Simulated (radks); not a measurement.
Values are calculated unless marked as measured or tabulated.
All-electron atom: neutral phosphorus in [Ne] 3s2 3p3.

Level of theory: scalar-relativistic Kohn-Sham, PBE, spin-unpolarised, spherical densities, finite nucleus; Fermi nuclear charge, rms radius 3.1889 fm (a radial shooting solver on a logarithmic mesh with Libxc functionals).

Energy parts (eV):
total: -9303.624
kinetic: 9332.742
electron-nucleus: -22188.921
Hartree: 4178.208
exchange-correlation: -625.653

Orbitals (lengths in bohr, moments of r in powers of bohr; r(max) is where P^2 peaks):
orbital  occ.  eigenvalue (eV)      <r^4>   r(max)
1s          2        -2084.169  0.0005401  0.06764
2s          2        -173.9911     0.1903   0.4188
2p          6        -124.4934     0.1919   0.3542
3s          2         -13.9693      30.04    1.575
3p          3          -5.5068      90.58    1.835

The highest occupied level is 3p at -5.507 eV. Summed over all electrons, <r^2> = 31.18 bohr^2, which gives a Langevin (diamagnetic) susceptibility term of -24.7 x 10^-6 cm^3/mol.
